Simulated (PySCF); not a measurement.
TDDFT excited states: C7H12

Ethylidenecyclopentane, C7H12.
Bonds: C1–C2, C2–C3 (double), C3–C4, C4–C5, C5–C6, C6–C7, C3–C7. Hydrogens: H8, H9, H10 on C1; H11 on C2; H12, H13 on C4; H14, H15 on C5; H16, H17 on C6; H18, H19 on C7.

Level of theory: TDDFT wB97X-D/def2-SVPD, vertical, gas phase, core orbitals frozen in the response in PySCF 2.14.0, density-fitted response routines. Geometry: PBE0-D3(BJ)/def2-SVP, one conformer, isolated molecule.

Problem. What does the calculation give for the low-lying excited states?

Solution. 

```tsv
state	E (eV)	λ (nm)	ν̃ (cm⁻¹)	f	main configurations (H = HOMO, L = LUMO)
S1	6.60	187.7	53260	0.043	H→L+1 (71%), H→L (11%)
S2	6.65	186.3	53670	0.341	H→L (86%), H→L+1 (9%)
S3	7.41	167.3	59780	0.0044	H→L+3 (67%), H→L+6 (8%)
S4	7.49	165.5	60410	0.0024	H→L+2 (74%)
S5	7.90	156.9	63750	0.0010	H-1→L (90%)
S6	8.25	150.3	66520	0.069	H→L+4 (70%), H→L+6 (9%)
S7	8.42	147.2	67920	0.017	H→L+7 (60%), H→L+6 (16%)
S8	8.47	146.4	68320	0.034	H→L+6 (39%), H→L+5 (21%), H→L+7 (18%)
S9	8.54	145.2	68880	0.0051	H→L+5 (52%), H→L+6 (19%)
S10	8.78	141.3	70780	0.0088	H-5→L (69%), H-4→L (15%)
```

Triplets (Tamm–Dancoff): T1 4.15 eV, H→L (88%); T2 6.61 eV, H→L+1 (80%), H→L+2 (9%); T3 7.35 eV, H→L+3 (55%), H→L+6 (10%); T4 7.46 eV, H→L+2 (67%), H→L+3 (16%).

The lowest singlet lies at 6.60 eV (188 nm, vacuum ultraviolet) and is of moderate strength; its leading configuration is HOMO→LUMO+1 (71%). The strongest level in the table is S2 at 6.65 eV (186 nm, f = 0.341). Löwdin shares by element: HOMO carbon 77% or more (atoms not listed hold the other 23%); LUMO carbon 62% or more (atoms not listed hold the other 38%). The listed states span 2.17 eV, and the widest gap between neighbours is 0.76 eV (S2 to S3). Of the 10 states listed, 5 reach f = 0.01 and none stays under 0.0005. The oscillator strengths of these states sum to 0.525; summed over the whole spectrum of an exact calculation they would give the number of electrons, 54 (Thomas–Reiche–Kuhn). From S8 up the states lie above the vertical ionisation energy of 8.44 eV (ΔSCF), that is within the continuum, which a finite basis only mimics. The window holds the lowest 10 singlets.
